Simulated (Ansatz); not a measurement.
Cost and result for the atomization energy of C2H10BNSi (`CB(C)N[SiH3]`) (15 atoms, 14 bonds).

| atom | x (Å) | y (Å) | z (Å) |
| --- | --- | --- | --- |
| C1 | 1.068 | -1.787 | -0.475 |
| B2 | 0.222 | -0.478 | -0.246 |
| C3 | -0.778 | 0.022 | -1.359 |
| N4 | 0.352 | 0.246 | 0.963 |
| Si5 | -0.471 | 1.709 | 1.417 |
| H6 | 0.434 | -2.616 | -0.806 |
| H7 | 1.630 | -2.120 | 0.401 |
| H8 | 1.788 | -1.626 | -1.287 |
| H9 | -0.316 | -0.018 | -2.351 |
| H10 | -1.173 | 1.032 | -1.217 |
| H11 | -1.638 | -0.656 | -1.403 |
| H12 | 0.991 | -0.131 | 1.649 |
| H13 | -0.009 | 2.064 | 2.785 |
| H14 | -0.155 | 2.830 | 0.494 |
| H15 | -1.946 | 1.529 | 1.435 |

Total charge 0; spin multiplicity 1. The geometry is a stationary point of PBE0-D4/def2-TZVP. It is one conformer, not always the lowest. Program: Ansatz. All runs use 4 threads of a server CPU on a shared host. Times are those of one run each, without the atoms' runs, and a repeat can differ threefold. Electronic energies, without spin–orbit coupling; frozen cores. CCSD(T)/CBS adds CCSD(T) − MP2 in def2-TZVPP to the MP2 limit, and its time is that of the two runs behind it. T1 = 0.011. B3LYP takes the VWN-RPA correlation (the form of Gaussian; ORCA's B3LYP/G). HSE06 is the plane-wave form, built on full-range PBE exchange.

CCSD(T)/CBS is a level of theory with its own doubt, some kJ/mol a heavy atom from the limit and from the frozen cores, so smaller differences don't rank the functionals.

```json
{"level": "LDA (SPW92)/def2-TZVPP", "functions": "306", "wall time": "2.8 s", "atomization (kJ/mol)": "6246.2", "difference from CCSD(T)/CBS": "680.0", "per bond": "48.6"}
{"level": "BLYP-D4/def2-TZVPP", "functions": "306", "wall time": "2.9 s", "atomization (kJ/mol)": "5557.5", "difference from CCSD(T)/CBS": "-8.7", "per bond": "-0.6"}
{"level": "revPBE-D4/def2-TZVPP", "functions": "306", "wall time": "3.8 s", "atomization (kJ/mol)": "5521.0", "difference from CCSD(T)/CBS": "-45.2", "per bond": "-3.2"}
{"level": "PBE-D4/def2-TZVPP (with forces)", "functions": "306", "wall time": "4.1 s", "atomization (kJ/mol)": "5627.4", "difference from CCSD(T)/CBS": "61.2", "per bond": "4.4"}
{"level": "r2SCAN-D4/def2-TZVPP (with forces)", "functions": "306", "wall time": "4.9 s", "atomization (kJ/mol)": "5581.8", "difference from CCSD(T)/CBS": "15.6", "per bond": "1.1"}
{"level": "HSE06-D4/def2-TZVPP", "functions": "306", "wall time": "5.5 s", "atomization (kJ/mol)": "5581.3", "difference from CCSD(T)/CBS": "15.1", "per bond": "1.1"}
{"level": "r2SCANh-D4/def2-TZVPP", "functions": "306", "wall time": "7 s", "atomization (kJ/mol)": "5563.0", "difference from CCSD(T)/CBS": "-3.2", "per bond": "-0.2"}
{"level": "CCSD(T)/def2-SVP", "functions": "124", "wall time": "8.5 s", "atomization (kJ/mol)": "5297.7", "difference from CCSD(T)/CBS": "-268.5", "per bond": "-19.2"}
{"level": "B3LYP-D4/def2-TZVPP (with forces)", "functions": "306", "wall time": "9 s", "atomization (kJ/mol)": "5596.7", "difference from CCSD(T)/CBS": "30.5", "per bond": "2.2"}
{"level": "PBE-QIDH/def2-TZVPP", "functions": "306", "wall time": "10 s", "atomization (kJ/mol)": "5543.7", "difference from CCSD(T)/CBS": "-22.5", "per bond": "-1.6"}
{"level": "MP2/def2-QZVPP", "functions": "598", "wall time": "42 s", "atomization (kJ/mol)": "5549.0", "difference from CCSD(T)/CBS": "-17.2", "per bond": "-1.2"}
{"level": "CCSD(T)/def2-TZVPP", "functions": "306", "wall time": "10 min", "atomization (kJ/mol)": "5440.0", "difference from CCSD(T)/CBS": "-126.2", "per bond": "-9.0"}
{"level": "CCSD(T)/CBS(def2)", "functions": "–", "wall time": "11 min", "atomization (kJ/mol)": "5566.2", "difference from CCSD(T)/CBS": "0.0", "per bond": "0.0"}
```

From r2SCAN to r2SCAN0 (25 % exact exchange), in def2-TZVPP and without D4, the atomization energy moves by −46.4 kJ/mol: exact exchange takes away binding that semilocal exchange gives to molecules. At CCSD(T), def2-SVP lies −268.5 kJ/mol from the extrapolated value and def2-TZVPP −126.2 kJ/mol: correlation converges slowly with the basis, and small sets miss more of it in the bonded molecule than in its fragments. In def2-TZVPP, CCSD(T) changes the Hartree–Fock value by +1200.2 kJ/mol (the triples alone add +58.0 kJ/mol) and MP2 by +1234.3 kJ/mol; breaking electron pairs costs correlation energy, which Hartree–Fock lacks.
